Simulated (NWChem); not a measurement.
# C2H2Br2; SMILES Br/C=C\Br

All runs: NWChem. Coordinates come from a B3LYP/6-31G* (spherical d) optimisation. Level: PBE/def2-SVP with COSMO at NWChem's default radii, gas-phase geometry; rows give the dielectric constant.

```json
[
 {"dielectric constant": "4.8", "electrostatic solvation energy (kcal/mol)": "-2.2", "dipole in solution (D)": "1.89"},
 {"dielectric constant": "7.6", "electrostatic solvation energy (kcal/mol)": "-2.5", "dipole in solution (D)": "1.94"},
 {"dielectric constant": "20.7", "electrostatic solvation energy (kcal/mol)": "-2.7", "dipole in solution (D)": "2.01"},
 {"dielectric constant": "46.7", "electrostatic solvation energy (kcal/mol)": "-2.8", "dipole in solution (D)": "2.03"},
 {"dielectric constant": "78.4", "electrostatic solvation energy (kcal/mol)": "-2.8", "dipole in solution (D)": "2.04"}
]
```
